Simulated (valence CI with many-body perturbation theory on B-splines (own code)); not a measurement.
# I+: electric-dipole lines

Calculated by configuration interaction combined with many-body perturbation theory (CI+MBPT): six valence electrons over a frozen Dirac-Fock core [Kr] 4d10, a basis of 9 s, 9 p, 8 d, 6 f, 3 g, 1 h functions for each j, with the one-electron correlation potential Σ1, the two-electron term Σ2, the three-electron term Σ3, Breit, model QED; selected CI, second order for the rest, scaled by the run's own slope (own B-spline code, finite nucleus).

Against 22 measured levels this calculation errs by 201 cm⁻¹ on average and by 434 at most. These come from a selection out of the NIST Handbook of Basic Atomic Spectroscopic Data. Levels without a partner in it may be off by more. Among the levels kept, up to 1200 cm⁻¹ of a level comes from second order outside the variational space, and about a tenth of that is noise between levels of different J, which matters for small intervals.

Lines 51 to 100 of 117 in falling wavelength, among levels below 12.645 eV, chosen from the strongest by gf and those to the six lowest levels. Wavelengths and rates use the calculated energies, so an error of 200 cm⁻¹ moves a line at 5498 Å by 1.1 % and its rate by three times that or more. Electric multipoles are in the length gauge, E1 and E2 with the static RPA response of the core. Weak lines are less certain than strong ones. Lines between different terms over intervals too small for the method are left out, as are lines whose strength nearly cancels and 2 of this kind that miss the measured wavelength by over 7 %. The highest levels of a list are the least certain.

Names give the largest LS component (configuration and term), which can be under half, so a name can repeat, a term be missing and a line seem to break the LS rules; names also repeat where a configuration has a term twice. Letters in brackets count levels of one name in rising energy.

```
λ vac (Å)  λ from measured levels               Upper               Lower   A (s⁻¹)  log gf  Branch %
     5498                    5466       5s²5p³6p ⁵P_2  5s²5p³6s ⁵S°_2 [a]  5.89e+07    0.13      54.1
     5407                    5407       5s²5p³6p ⁵P_3  5s²5p³6s ⁵S°_2 [b]  3.93e+07    0.08      29.3
     5205                    5163       5s²5p³6p ⁵P_3  5s²5p³6s ⁵S°_2 [a]  5.61e+07    0.20      41.9
     5051                    5067       5s²5p³6p ³P_1  5s²5p³6s ⁵S°_2 [b]  1.12e+07   -0.89      11.8
     4874                    4852       5s²5p³6p ³P_1  5s²5p³6s ⁵S°_2 [a]  1.96e+06   -1.68       2.1
     1836                    1827  5s²5p³5d ⁵D°_1 [a]         5s²5p⁴ ¹S_0  1.42e+05   -3.67       0.1
     1810                    1807      5s²5p³6s ³S°_1         5s²5p⁴ ¹S_0  4.40e+04   -4.19       0.0
     1727                    1717  5s²5p³5d ⁵D°_1 [b]         5s²5p⁴ ¹S_0  3.22e+05   -3.36       0.5
     1599                          5s²5p³5d ³D°_1 [a]         5s²5p⁴ ¹S_0  9.57e+05   -2.96       0.5
     1535                    1531  5s²5p³5d ³D°_1 [b]         5s²5p⁴ ¹S_0  1.68e+06   -2.75       0.2
     1509                              5s²5p³5d ¹P°_1         5s²5p⁴ ¹S_0  6.52e+05   -3.18       0.4
     1489                    1486  5s²5p³6s ⁵S°_2 [a]         5s²5p⁴ ¹D_2  5.12e+05   -3.07       0.9
     1473                    1467  5s²5p³6s ⁵S°_2 [b]         5s²5p⁴ ¹D_2  5.35e+05   -3.06       2.8
     1424                    1419  5s²5p³5d ⁵D°_1 [a]         5s²5p⁴ ¹D_2  1.33e+06   -2.92       0.6
     1408                    1406      5s²5p³6s ³S°_1         5s²5p⁴ ¹D_2  1.80e+06   -2.79       0.1
     1395                    1389      5s²5p³5d ⁵D°_3         5s²5p⁴ ¹D_2  5.80e+04   -3.93       0.2
     1386                    1380      5s²5p³5d ⁵D°_2         5s²5p⁴ ¹D_2  1.52e+06   -2.66       7.0
     1357                    1351  5s²5p³5d ⁵D°_1 [b]         5s²5p⁴ ¹D_2  3.11e+05   -3.59       0.5
     1355                    1352  5s²5p³6s ⁵S°_2 [a]         5s²5p⁴ ³P_1  1.10e+05   -3.82       0.2
     1342                    1337  5s²5p³6s ⁵S°_2 [b]         5s²5p⁴ ³P_1  7.17e+06   -2.01      36.9
     1306                              5s²5p³5d ³D°_2         5s²5p⁴ ¹D_2  2.58e+06   -2.48       2.7
     1300                    1296  5s²5p³5d ⁵D°_1 [a]         5s²5p⁴ ³P_1  1.27e+07   -2.02       5.3
     1290                    1286  5s²5p³5d ⁵D°_1 [a]         5s²5p⁴ ³P_0  1.72e+07   -1.89       7.2
     1287                    1286      5s²5p³6s ³S°_1         5s²5p⁴ ³P_1  2.39e+08   -0.75      19.3
     1282                    1277      5s²5p³5d ⁵D°_0         5s²5p⁴ ³P_1  9.84e+06   -2.62     100.0
     1277                          5s²5p³5d ³D°_1 [a]         5s²5p⁴ ¹D_2  5.64e+07   -1.38      31.4
     1277                    1276      5s²5p³6s ³S°_1         5s²5p⁴ ³P_0  1.33e+08   -1.01      10.7
     1265                              5s²5p³5d ³D°_3         5s²5p⁴ ¹D_2  1.08e+05   -3.74       0.1
     1251                    1251      5s²5p³6s ³D°_2         5s²5p⁴ ¹D_2  6.85e+07   -1.10       9.2
     1237                    1234  5s²5p³6s ⁵S°_2 [a]         5s²5p⁴ ³P_2  5.89e+07   -1.17      99.0
     1235                    1233  5s²5p³5d ³D°_1 [b]         5s²5p⁴ ¹D_2  6.15e+07   -1.37       8.1
     1235                    1230  5s²5p³5d ⁵D°_1 [b]         5s²5p⁴ ³P_0  3.54e+06   -2.61       5.9
     1226                    1221  5s²5p³6s ⁵S°_2 [b]         5s²5p⁴ ³P_2  1.17e+07   -1.88      60.3
     1219                              5s²5p³5d ¹P°_1         5s²5p⁴ ¹D_2  4.05e+07   -1.57      22.5
     1207                    1206      5s²5p³6s ³D°_3         5s²5p⁴ ¹D_2  3.95e+07   -1.22       5.4
     1206                    1200         5s5p⁵ ³P°_0         5s²5p⁴ ³P_1  6.23e+05   -3.87     100.0
     1203                              5s²5p³5d ³F°_2         5s²5p⁴ ¹D_2  1.55e+07   -1.77       8.6
     1202                              5s²5p³5d ³D°_2         5s²5p⁴ ³P_1  2.32e+07   -1.60      24.1
     1191                    1191      5s²5p³6s ¹D°_2         5s²5p⁴ ¹D_2  6.46e+08   -0.16      83.2
     1191                    1187  5s²5p³5d ⁵D°_1 [a]         5s²5p⁴ ³P_2  2.06e+08   -0.88      86.8
     1188                              5s²5p³5d ³F°_3         5s²5p⁴ ¹D_2  8.82e+06   -1.88       5.0
     1180                    1179      5s²5p³6s ³S°_1         5s²5p⁴ ³P_2  8.62e+08   -0.27      69.8
     1177                          5s²5p³5d ³D°_1 [a]         5s²5p⁴ ³P_1  5.42e+07   -1.47      30.1
     1171                    1166      5s²5p³5d ⁵D°_3         5s²5p⁴ ³P_2  3.09e+07   -1.35      99.8
     1168                          5s²5p³5d ³D°_1 [a]         5s²5p⁴ ³P_0  4.37e+07   -1.57      24.3
     1165                    1161      5s²5p³5d ⁵D°_2         5s²5p⁴ ³P_2  2.00e+07   -1.69      92.2
     1161                              5s²5p³5d ³G°_3         5s²5p⁴ ¹D_2  3.23e+07   -1.34      18.4
     1154                    1155      5s²5p³6s ³D°_2         5s²5p⁴ ³P_1  7.21e+07   -1.14       9.6
     1144                    1140  5s²5p³5d ⁵D°_1 [b]         5s²5p⁴ ³P_2  5.56e+07   -1.48      91.9
     1141                    1140  5s²5p³5d ³D°_1 [b]         5s²5p⁴ ³P_1  4.61e+08   -0.57      60.9
```

Q: How does gf follow from A for the line at 5498 Å?

A: gf = 1.4992 × (2J+1)_upper × A / σ², with σ = 18189 cm⁻¹ and 2J+1 = 5: gf = 1.33.
